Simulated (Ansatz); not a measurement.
This geometry of CH₇BN₂ (11 atoms, charge 0, multiplicity 1) is a first-order saddle point.

Computed with Ansatz 0.2.0, UKS LDA/def2-SVP.

```xyz
11
Properties=species:S:1:pos:R:3
B -0.708 -0.392 0.282
N 1.599 0.158 0.004
N -0.585 -1.334 1.118
H 1.535 -0.620 0.676
C -1.258 0.661 -0.691
H 2.174 -0.138 -0.795
H 2.064 0.954 0.460
H -0.652 -2.093 1.774
H -2.367 0.619 -0.740
H -0.849 0.504 -1.711
H -0.952 1.681 -0.377
```

Task: Which two structures does it join? (They come from a converged band through this point; their orientation in space is the band's.)

Result: Bonds broken: B1–N2, N3–H4. Bonds formed: N2–H4. CH7BN2 becomes CH4BN + H3N.

First end point:

```xyz
11
Properties=species:S:1:pos:R:3
B 0.163 -0.084 0.104
N 1.459 0.432 -0.123
N -0.033 -1.222 0.919
H 0.721 -1.743 1.370
C -1.080 0.605 -0.585
H 2.315 0.025 0.257
H 1.617 1.253 -0.706
H -0.961 -1.606 1.094
H -2.028 0.425 -0.036
H -1.221 0.209 -1.616
H -0.953 1.705 -0.679
```

Last end point:

```xyz
11
Properties=species:S:1:pos:R:3
B -0.953 -0.574 0.211
N 2.085 0.235 0.338
N -0.675 -1.500 1.007
H 1.353 -0.419 0.660
C -1.254 0.564 -0.758
H 2.094 0.192 -0.690
H 1.777 1.181 0.598
H -0.486 -2.256 1.646
H -2.001 1.273 -0.342
H -1.632 0.187 -1.731
H -0.307 1.117 -0.939
```

Task: How far does it lie above each of them?

Result: 2.55 eV above the first and 0.01 eV above the second. This is the barrier of this one path; another mechanism may lie lower. The orbitals stay closed-shell, which can raise the energy where a bond breaks towards radicals; this wasn't checked here.

The run took 3.5 min on 2 threads of Arm Neoverse V1, with other jobs on the host, peak memory 0.13 GiB.
